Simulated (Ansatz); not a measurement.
Pulling the pair apart

The pair of Li⁺ (SMILES [Li+], atom 1) and HCN (SMILES C#N, atoms 2–4), both closed shells, in one local arrangement (a lower one may exist), relaxed at PBE0-D4/def2-TZVP:

```
4
angstrom
Li 0.3048 0.2298 -2.2454
C -0.1045 -0.0788 0.7699
N 0.0494 0.0364 -0.3544
H -0.2496 -0.1874 1.8298
```

HCN is shifted rigidly along the line between the mean atom positions of the two fragments (negative: closer). Counterpoise interaction energies in kJ/mol. Ansatz 0.2.0; basis: def2-TZVPPD; cores frozen in the correlated methods. The outer core shell of Li, Na, Mg and K is correlated. B3LYP uses VWN-RPA correlation.

```
shift (Å)  wB97M-V     MP2  B3LYP-D4
    -0.19   -138.7  -132.0    -145.5
    -0.10   -149.8  -144.2    -155.9
     0.00   -153.2  -148.5    -158.7
     0.10   -151.7  -147.8    -156.6
     0.23   -144.8  -141.7    -149.1
     0.48   -125.8  -123.8    -130.2
     0.96    -90.1   -89.4     -96.5
     1.92    -49.2   -49.3     -52.1
```

Problem. What does CCSD(T) give at these shifts? (To be estimated.)

Solution. The calculation gives: -132.3, -144.2, -148.4, -147.4, -141.1, -122.9, -88.5, -48.7 kJ/mol. For zero shift, CCSD(T) at an estimated basis limit (MP2 extrapolated from triple and quadruple zeta, plus CCSD(T) − MP2 in triple zeta) gives -150.6 kJ/mol. These are counterpoise interaction energies, counted from the two frozen fragments.

The T1 diagnostic stays at or below 0.014.

For scale, one of the runs: CCSD(T)/def2-TZVPPD, 113 basis functions, launched by `ansatz run in.yaml --threads 2 --pin off --events-out ev --progress --plain --max-ram 5222MiB`. The run took about 3 s on 2 CPU threads of an Arm Neoverse V1 (shared host).
